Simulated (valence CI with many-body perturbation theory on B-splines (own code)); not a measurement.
## Level structure of Ho⁴⁶⁺

Computed by valence CI with perturbative core correlation (CI+MBPT): three valence electrons over a frozen Dirac-Fock core [Ar], a basis of 9 s, 9 p, 10 d, 8 f, 5 g, 3 h, 1 i functions for each j, with the one-electron correlation potential Σ1 (screened to all orders), the two-electron term Σ2, the three-electron term Σ3, Breit, model QED; selected single and double excitations, second order for the rest (own B-spline code, finite nucleus).

No measured spectrum was set against this ion. As an estimate, large intervals hold to a few tenths of a per cent, small ones and those within an open d or f shell to about a per cent. Only levels of the ground parity were solved; by the run's estimate the other parity begins above the list, which can be wrong where configurations are misplaced.

Levels 1 to 19 of 19, with energies above the lowest level, (3d3/2^3) J=3/2. "Leading %" is the weight of the configuration and term that name the level; weights of strongly mixed levels are sums over their largest components and can fall short. In the jj column 3d3/2^4 stands for four electrons in 3d with j = 3/2.

| No. | Configuration | Term | J | E (cm⁻¹) | Leading % | Second component | Leading jj | g |
| --- | --- | --- | --- | --- | --- | --- | --- | --- |
| 1 | 3d3 | 4F | 3/2 | 0 | 48 | 37 % 3d3 2D | 3d3/2^3 (98 %) | 0.693 |
| 2 | 3d3 | 4F | 5/2 | 312230 | 84 | 14 % 3d3 2D | 3d3/2^2 3d5/2 (98 %) | 1.049 |
| 3 | 3d3 | 4P | 3/2 | 359580 | 39 | 30 % 3d3 4F | 3d3/2^2 3d5/2 (98 %) | 1.188 |
| 4 | 3d3 | 2G | 7/2 | 381880 | 47 | 37 % 3d3 4F | 3d3/2^2 3d5/2 (95 %) | 1.048 |
| 5 | 3d3 | 2H | 9/2 | 385830 | 43 | 42 % 3d3 2G | 3d3/2^2 3d5/2 (99 %) | 1.045 |
| 6 | 3d3 | 4P | 1/2 | 396400 | 59 | 41 % 3d3 2P | 3d3/2^2 3d5/2 (100 %) | 1.835 |
| 7 | 3d3 | 4P | 5/2 | 551690 | 42 | 37 % 3d3 2D | 3d3/2^2 3d5/2 (91 %) | 1.285 |
| 8 | 3d3 | 4F | 7/2 | 689260 | 61 | 36 % 3d3 2G | 3d3/2 3d5/2^2 (97 %) | 1.101 |
| 9 | 3d3 | 4F | 9/2 | 719590 | 52 | 42 % 3d3 2H | 3d3/2 3d5/2^2 (96 %) | 1.132 |
| 10 | 3d3 | 4P | 3/2 | 756280 | 41 | 39 % 3d3 2D | 3d3/2 3d5/2^2 (99 %) | 1.120 |
| 11 | 3d3 | 2P | 1/2 | 776670 | 59 | 41 % 3d3 4P | 3d3/2 3d5/2^2 (100 %) | 1.484 |
| 12 | 3d3 | 2H | 11/2 | 789280 | 100 |  | 3d3/2 3d5/2^2 (100 %) | 1.082 |
| 13 | 3d3 | 2D | 5/2 | 795140 | 48 | 29 % 3d3 4P | 3d3/2 3d5/2^2 (91 %) | 1.247 |
| 14 | 3d3 | 2F | 5/2 | 846720 | 43 | 39 % 3d3 2D | 3d3/2 3d5/2^2 (97 %) | 1.105 |
| 15 | 3d3 | 2F | 7/2 | 857080 | 82 | 16 % 3d3 2G | 3d3/2 3d5/2^2 (98 %) | 1.093 |
| 16 | 3d3 | 2D | 3/2 | 987270 | 70 | 24 % 3d3 2P | 3d3/2 3d5/2^2 (90 %) | 0.937 |
| 17 | 3d3 | 2G | 9/2 | 1093800 | 52 | 34 % 3d3 4F | 3d5/2^3 (98 %) | 1.149 |
| 18 | 3d3 | 2D | 3/2 | 1198500 | 52 | 34 % 3d3 2P | 3d5/2^3 (90 %) | 1.082 |
| 19 | 3d3 | 2D | 5/2 | 1269200 | 61 | 23 % 3d3 2F | 3d5/2^3 (95 %) | 1.156 |

The ionisation energy to 3d2 3F_2 of the next ion comes out as 3880.5 eV (NIST: 3880 ± 4 eV (theoretical)). All 19 levels together are meant to be complete up to 1320000 cm⁻¹.
